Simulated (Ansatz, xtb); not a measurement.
Isomers of Al2H5NO in order of energy

4 gas-phase structures of Al2H5NO, found in a search over its isomers (lower ones may exist). Each was relaxed with GFN2-xTB:

A. `[NH2][AlH][O][AlH2]`, a singlet
B. a singlet given by its coordinates
C. `[OH][AlH][NH][AlH2]`, a singlet
D. a singlet given by its coordinates

B (Å):

```xyz
9

Al    0.2410   -1.3309    1.0248
Al    0.1563    0.7976   -0.5589
N     1.3499   -0.5819   -0.1573
O    -1.0206   -0.1667    0.8271
H     0.0336   -2.4633    2.0001
H    -1.8940    0.0902    1.1167
H     2.2779   -0.8658   -0.4469
H     0.3326    2.1604    0.1629
H    -0.7451    0.6444   -1.8106
```

Close contacts (Å): Al1–Al2 2.65, Al1–N3 1.79, Al1–O4 1.73, Al2–N3 1.87, Al2–O4 2.06, Al1–H5 1.51, Al2–H8 1.55, Al2–H9 1.55, N3–H7 1.01, O4–H6 0.96.

D (Å):

```xyz
9

Al    0.4112    0.0759   -0.8893
Al   -1.6876   -0.7516    0.8015
N    -1.3527   -0.3087   -0.9094
O     1.4570    0.5222   -2.0653
H     2.0930    0.7795   -2.7191
H     0.9579   -0.0728    0.5415
H    -1.9602   -0.2642   -1.7225
H    -1.5210   -2.2112    1.2908
H    -2.1357    0.3096    1.8355
```

Close contacts (Å): Al1–Al2 2.82, Al1–N3 1.81, Al1–O4 1.64, Al2–N3 1.80, Al1–H6 1.54, Al2–H8 1.55, Al2–H9 1.55, N3–H7 1.02, O4–H5 0.95.

Question: Estimate their order in r2SCAN-D4/def2-SVP//GFN2-xTB energy at these geometries, lowest first.

Answer: Calculated order at r2SCAN-D4/def2-SVP//GFN2-xTB: A (0.000), B (0.402), D (1.142), C (1.143) eV. Less than 1 kcal/mol parts D and C, so the order within that pair means little.

Energies above the lowest of each column, in eV; the last columns are at r2SCAN-D4/def2-SVP geometries and were run for some of them only (a dash: not run or not comparable):

```json
{"structure": "A", "GFN2-xTB": "0.000", "HF/STO-3G": "0.152", "r2SCAN-D4/def2-SVP//GFN2-xTB": "0.000", "r2SCAN-D4/def2-SVP": "0.000", "CCSD(T)/def2-SVP + ΔMP2/def2-TZVPP": "0.000"}
{"structure": "B", "GFN2-xTB": "0.905", "HF/STO-3G": "0.000", "r2SCAN-D4/def2-SVP//GFN2-xTB": "0.402", "r2SCAN-D4/def2-SVP": "0.292", "CCSD(T)/def2-SVP + ΔMP2/def2-TZVPP": "0.427"}
{"structure": "D", "GFN2-xTB": "0.956", "HF/STO-3G": "1.936", "r2SCAN-D4/def2-SVP//GFN2-xTB": "1.142", "r2SCAN-D4/def2-SVP": "relaxes to C", "CCSD(T)/def2-SVP + ΔMP2/def2-TZVPP": "–"}
{"structure": "C", "GFN2-xTB": "1.002", "HF/STO-3G": "1.680", "r2SCAN-D4/def2-SVP//GFN2-xTB": "1.143", "r2SCAN-D4/def2-SVP": "–", "CCSD(T)/def2-SVP + ΔMP2/def2-TZVPP": "–"}
```

CCSD(T)/def2-SVP + ΔMP2/def2-TZVPP puts A lowest of those it was run on; HF/STO-3G picks B. Flexible structures stand in one conformer each, not always the lowest. Frequencies (r2SCAN-D4/def2-SVP) were run for A, B alone. ΔMP2 is the change of the MP2 energy from the smaller to the larger basis.

Over these structures GFN2-xTB departs from r2SCAN-D4/def2-SVP//GFN2-xTB by 0.230 eV on average once a common shift is removed. A GFN2-xTB relaxation took about 0.25 s and the r2SCAN-D4/def2-SVP//GFN2-xTB energy about 2.8 s on a shared host (Ansatz 0.2.0, xtb 6.7.1).
